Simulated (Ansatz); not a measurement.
Job for Ansatz (a program for electronic structure): R-SVWN5/def2-TZVPP on CH4BFO (SMILES CB(O)F), a point of a torsion scan.

Ansatz 0.2 input:
```yaml
crystal:
  periodic: [false, false, false]
  atoms:
    - {symbol: C, position_ang: [-0.90081653, -0.18853384, -0.04817356]}
    - {symbol: B, position_ang: [0.54379981, 0.47014783, -0.00952133]}
    - {symbol: O, position_ang: [1.61888232, 0.09384708, -0.70850367]}
    - {symbol: F, position_ang: [0.74627634, 1.51358311, 0.79590935]}
    - {symbol: H, position_ang: [-1.64716527, 0.55075242, -0.32921517]}
    - {symbol: H, position_ang: [-0.97657782, -1.02292794, -0.74004674]}
    - {symbol: H, position_ang: [-1.18060116, -0.54517270, 0.94039719]}
    - {symbol: H, position_ang: [1.52732575, -0.64969666, -1.30122038]}
basis:
  gaussian:
    orbitals: def2-TZVPP
hamiltonian:
  xc: {name: SVWN5}
scf: {lower_state_search: off}
```

The head of its log:

```
WARN ansatz: RAYON_NUM_THREADS=1 ignored (pool sized by the plan → 1); use --threads N
Functional definition: SVWN5
these checks for a lower state are left out or cut short: stability, starts, cluster_reference, orbital_swaps, neighbouring_geometries, increment
integrals: 0.07 GiB planned
892 factors; their error is unknown
mean field: 0.60 GiB planned
mean field evaluation 1: about -6486.0350 eV, gradient 8.3e1 eV
mean field evaluation 2: about -6462.9412 eV, gradient 1.3e2 eV
```

Task: Predict the final total energy.

Result: -238.8337 hartree.
